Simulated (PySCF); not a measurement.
SiCl2, SMILES Cl[Si]Cl (connectivity only; charge and spin as stated), neutral, multiplicity 1.

Coordinates come from a PBE0-D3(BJ)/def2-TZVP optimisation. The isomer is the one that the SMILES or the coordinates give; other isomers of the formula were not compared.

Computed with PBE/def2-TZVPD in PySCF.

Symmetry labels are those of the subgroup C2v that the program uses (full group C2v).

Computed valence orbital energies around the gap with their symmetry:
| orbital | symmetry | energy (eV) |
|---|---|---|
| HOMO−7 | B2 | -20.58 |
| HOMO−6 | A1 | -12.77 |
| HOMO−5 | B2 | -10.22 |
| HOMO−4 | A1 | -9.17 |
| HOMO−3 | B1 | -9.15 |
| HOMO−2 | A2 | -8.39 |
| HOMO−1 | B2 | -7.90 |
| HOMO | A1 | -6.70 |
| LUMO | B1 | -3.70 |
| LUMO+1 | B2 | -1.03 |
| LUMO+2 | A1 | -0.87 |
| LUMO+3 | A1 | -0.08 |
